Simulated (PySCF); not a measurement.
**Two-component Hartree-Fock for Lu⁵⁵⁺ (lutetium, charge +55)**

Start: [Ne] 3s2 3p4; 3p1/2 filled at m_j = -1/2, +1/2; 3p3/2 filled at m_j = +1/2, +3/2. Calculated with PySCF 2.14 in an even-tempered Gaussian basis (18 s from 16 bohr⁻², ratio 2.4; 14 p from 21 bohr⁻², ratio 2.4; 4 d from 73 bohr⁻², ratio 2.6; 4 f from 110 bohr⁻², ratio 2.6): generalised Hartree-Fock with the X2C-1e Hamiltonian and a Gaussian nucleus; one run each with spin-orbit coupling (SO) switched off, then screened by Boettger's factors.

```csv
spinor shell,electrons,"ε, spin-free (eV)","ε, screened SO (eV)",weight of nominal j (screened SO),"rms radius, screened SO (bohr)"
1s1/2,2,-67757.3,-67734.8,1.000,0.0219
2s1/2,2,-14909.3,-14900.5,1.000,0.0873
2p1/2,2,-13610.7,-14423.7,1.000,0.0742
2p3/2,4,-13610.7,-13269.4,1.000,0.0810
3s1/2,2,-5883.4,-5880.1,1.000,0.210
3p1/2,2,-5500.6,-5701.3,0.999,0.200
3p3/2,2,-5500.6,-5412.4,1.000,0.211
```

```json
{"quantity": "E (hartree)", "spin-free": "-11392.66551", "screened SO": "-11412.91082"}
{"quantity": "M_J", "spin-free": "2", "screened SO": "2"}
{"quantity": "⟨J²⟩", "spin-free": "6.000", "screened SO": "6.001"}
{"quantity": "⟨L²⟩", "spin-free": "2.000", "screened SO": "3.277"}
{"quantity": "⟨S²⟩", "spin-free": "2.000", "screened SO": "1.408"}
```

Each row is a mean over spinors that exchange with the open shell spreads, by up to 37.036 eV (3s1/2).

Breit and QED terms are absent; they matter most for the inner s and p1/2 levels.

Densities and radii are taken from the X2C orbitals without a picture-change correction, which distorts them close to the nucleus.

Without spin-orbit coupling the j labels of p, d and f shells carry no meaning; the spin-free column gives the mean over the occupied spinors of each nl shell.
